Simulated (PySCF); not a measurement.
F5Si2, SMILES F[Si](F)[Si](F)(F)F, multiplicity 2.

Coordinates come from a B3LYP-D3(BJ)/def2-SVP optimisation. The isomer is the one that the SMILES or the coordinates give; other isomers of the formula were not compared. One conformer was computed; it need not be the lowest.

These are PySCF with TDA-PBE/def2-SVPD values and carry that method's errors.

Vertical excitations. 

Computed excitation energies, oscillator strengths and character:
| state | energy (eV) | λ (nm) | f | main pairs |
|---|---|---|---|---|
| root 1 | 4.13 | 300 | 0.003 | α HOMO→LUMO 99 % |
| root 2 | 4.24 | 292 | 0.009 | α HOMO→LUMO+1 75 %, β HOMO→LUMO 24 % |
| root 3 | 4.82 | 257 | 0.105 | α HOMO→LUMO+1 23 %, β HOMO→LUMO 70 % |
| root 4 | 5.62 | 221 | 0.097 | α HOMO→LUMO+2 96 % |
| root 5 | 5.79 | 214 | 0.000 | β HOMO−1→LUMO 100 % |
| root 6 | 5.91 | 210 | 0.000 | β HOMO−2→LUMO 99 % |
| root 7 | 6.20 | 200 | 0.000 | β HOMO−3→LUMO 84 %, β HOMO−5→LUMO 16 % |
| root 8 | 6.22 | 199 | 0.008 | β HOMO−4→LUMO 99 % |
| root 9 | 6.38 | 194 | 0.003 | β HOMO−5→LUMO 83 %, β HOMO−3→LUMO 14 % |
| root 10 | 6.77 | 183 | 0.000 | α HOMO→LUMO+5 6 %, β HOMO−7→LUMO 77 % |
Unrestricted roots are not spin-pure.
